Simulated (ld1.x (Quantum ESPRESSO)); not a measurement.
# What the settings do to the TM potential of Rh

Base potential:

Rh, norm-conserving Troullier–Martins (Kleinman–Bylander form), made with ld1.x (Quantum ESPRESSO) 7.5 (PBE, scalar-relativistic). Core [Kr], reference 4d8 5s1 5p0. Waves: 5s (bound): rc 2.45 bohr; 4d (bound): rc 1.25 bohr; 5p (bound, empty): rc 3.30 bohr. Local part: the p channel. Core correction: none.

All-electron outer shells of the reference configuration (PBE, scalar-relativistic, ld1.x):

```tsv
shell	level (eV)	outermost node (bohr)	outermost maximum (bohr)
4s	-82.49	0.47	0.88
4p	-50.42	0.47	0.94
4d	-5.94	0.46	1.14
5s	-4.30	1.19	2.63
5p	-0.85	1.35	3.93
```

Cutoffs, loose and tight: the cutoffs (Ry, on a coarse ladder) from which the occupation-weighted sum of valence levels, in a spherical-Bessel basis at the reference potential, stays within 10 and 1 mRy of its value at 400 Ry. They do not see the model core or the augmentation charge, which bear on the density cutoff. Test errors are all-electron minus pseudo excitation energies from the reference, over the configurations 4d8 5s0 5p0; 4d7 5s0 5p0; 4d6 5s0 5p0; 4d8 5s0.5 5p0; 4d7 5s1 5p1; 4d8.5 5s0.5 5p0; 4d8 5s0 5p1. A dash means not determined; rows that change the core or the reference have their own tests. The largest error is taken over the tests solved by every variant that gives reliable tests at all: 4d6 5s0 5p0; 4d7 5s0 5p0; 4d8 5s0 5p0; 4d8 5s0 5p1.

A true bound ghost makes a file unfit for plane-wave use even where its test errors are small: the radial tests pick states by their node count and pass the ghost by. Where a test does run into it, the solver fails or the error is huge.

| change | outcome | cutoff, loose | cutoff, tight | bound ghosts | largest test error (meV) |
| --- | --- | --- | --- | --- | --- |
| base | generated | 70 Ry | 80 Ry | none | -659 |
| wave 5p (bound): rc 3.30 bohr becomes 5p (bound): rc 2.86 bohr | generated | 70 Ry | 80 Ry | none | -653 |
| wave 5p (bound): rc 3.30 bohr becomes 5p (bound): rc 3.24 bohr | generated | 70 Ry | 80 Ry | none | -655 |
| wave 5p (bound): rc 3.30 bohr becomes 5p (bound): rc 3.48 bohr | generated | 70 Ry | 80 Ry | none | -669 |
| wave 5p (bound): rc 3.30 bohr becomes 5p (bound): rc 3.84 bohr | generated | 70 Ry | 80 Ry | none | -695 |
| wave 5p (bound): rc 3.30 bohr becomes 5p (bound): rc 4.22 bohr | generated | 70 Ry | 80 Ry | none | -721 |
| wave 5p (bound): rc 3.30 bohr becomes 5p (bound): rc 4.50 bohr | generated | 70 Ry | 80 Ry | none | -731 |

Problem. What comes out with this change to the base: wave 5p (bound): rc 3.30 bohr becomes 5p (bound): rc 2.12 bohr?

Solution. outcome: generated; cutoff, loose: 70 Ry; cutoff, tight: 80 Ry; bound ghosts: s; largest test error (meV): -528.

Problem. What comes out with this change to the base: wave 5p (bound): rc 3.30 bohr becomes 5p (bound): rc 2.52 bohr?

Solution. outcome: generated; cutoff, loose: 70 Ry; cutoff, tight: 80 Ry; bound ghosts: s; largest test error (meV): -659.

Problem. What comes out with this change to the base: wave 5p (bound): rc 3.30 bohr becomes 5p (bound): rc 5.02 bohr?

Solution. outcome: generated; cutoff, loose: 70 Ry; cutoff, tight: 80 Ry; bound ghosts: s; largest test error (meV): -749.

Reading the sweep of the p radius (base included, trends over the rows without a ghost): The loose cutoff stays near 70 Ry. The median size of the test errors (rows with all tests solved) stays near 29.3 meV. Bound ghosts are found at 2.12, 2.52, 5.02 bohr.
